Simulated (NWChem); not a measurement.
# Correlation energy of silanone (H2OSi)

```xyz
4

Si     0.0000     0.0000     0.4410
O      0.0000     0.0000    -1.0911
H     -1.2354     0.0000     1.2774
H      1.2354     0.0000     1.2774
```
Charge 0, spin multiplicity 1.

Everything below was run with NWChem. Structure: optimised with PBE0/def2-SVP, a minimum by its harmonic frequencies.

Basis set: cc-pVDZ. Each correlation energy counts from its own Hartree-Fock reference.

The correlated methods keep 6 core orbitals frozen. Coupled-cluster values serve here as a point of comparison, not as the truth.

Q: Order these methods by the correlation energy they give, lowest first: MP2, SCS-MP2, CCSD+T(CCSD), CCSD(T).

A: CCSD+T(CCSD) (-318.0 mHa), CCSD(T) (-315.8 mHa), MP2 (-291.9 mHa), SCS-MP2 (-289.5 mHa)
